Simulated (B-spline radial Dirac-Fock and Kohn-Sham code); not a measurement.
**X-ray form factors of zirconium in several charge states**

These are calculated numbers from a radial finite-basis atomic code; the model is Dirac-Fock densities.

Configurations: Zr²⁶⁺ [Ne] 3s2 3p2; Zr²⁹⁺ [Ne] 3s1; Zr³¹⁺ [He] 2s2 2p5. The first column is f₀ of Zr²⁶⁺, the others are differences from it.

| s (Å⁻¹) | Zr²⁶⁺ | Δ Zr²⁹⁺ | Δ Zr³¹⁺ |
| --- | --- | --- | --- |
| 0 | 14.000 | -3.000 | -5.000 |
| 0.05 | 13.983 | -2.990 | -4.986 |
| 0.1 | 13.933 | -2.961 | -4.946 |
| 0.15 | 13.851 | -2.912 | -4.880 |
| 0.2 | 13.737 | -2.846 | -4.788 |
| 0.25 | 13.593 | -2.762 | -4.673 |
| 0.3 | 13.421 | -2.663 | -4.536 |
| 0.35 | 13.224 | -2.549 | -4.380 |
| 0.4 | 13.003 | -2.424 | -4.206 |
| 0.45 | 12.762 | -2.288 | -4.018 |
| 0.5 | 12.504 | -2.145 | -3.819 |
| 0.6 | 11.947 | -1.841 | -3.395 |
| 0.7 | 11.355 | -1.531 | -2.958 |
| 0.8 | 10.752 | -1.228 | -2.528 |
| 0.9 | 10.155 | -0.946 | -2.122 |
| 1 | 9.579 | -0.693 | -1.752 |
| 1.1 | 9.037 | -0.476 | -1.428 |
| 1.2 | 8.534 | -0.299 | -1.155 |
| 1.4 | 7.654 | -0.058 | -0.759 |
| 1.6 | 6.929 | +0.051 | -0.538 |
